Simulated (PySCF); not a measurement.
**C₆ coefficients of unlike pairs at PBE**

Calculated with PySCF 2.14 from the dipole response of each species, C₆(A,B) = (3/π) ∫ α_A(iu) α_B(iu) du, in atomic units, from isotropic polarisabilities. For ions this is the dispersion term alone; charge-induced terms of lower order in 1/R come first.

| species | configuration | basis | relativity | α (bohr³) | C₆ (like pair) |
| --- | --- | --- | --- | --- | --- |
| Ir+ | [Xe] 4f14 5d7 6s1 (5F) | aug-cc-pwCVTZ-PP with ECP60MDF (8s8p7d4f3g) | core potential | 24.58 | 200.8 |
| B | [He] 2s2 2p1 (2P) | aug-cc-pCVTZ-DK with one added diffuse shell each of s, p, d, f type (8s7p5d3f) | spin-free X2C | 23.84 | 116.6 |
| F(3+) | [He] 2s2 2p2 (3P) | aug-cc-pwCVQZ (9s8p6d4f2g) | none | 0.9416 | 0.8517 |
| N | [He] 2s2 2p3 (4S) | aug-cc-pVQZ-DK (6s5p4d3f2g) | spin-free X2C | 8.244 | 28.36 |

Problem. Estimate C₆ for F(3+) with B.

Solution. The integral gives 7.734. The combination rule 2 C_A C_B / (C_A α_B/α_A + C_B α_A/α_B) gives 7.590 and the geometric mean 9.966.

No spin-orbit coupling is included.

The other pairs:

| pair | C₆ |
| --- | --- |
| N, F(3+) | 4.536 |
| N, B | 54.37 |
| B, Ir+ | 147.2 |
| N, Ir+ | 75.21 |
| F(3+), Ir+ | 11.96 |
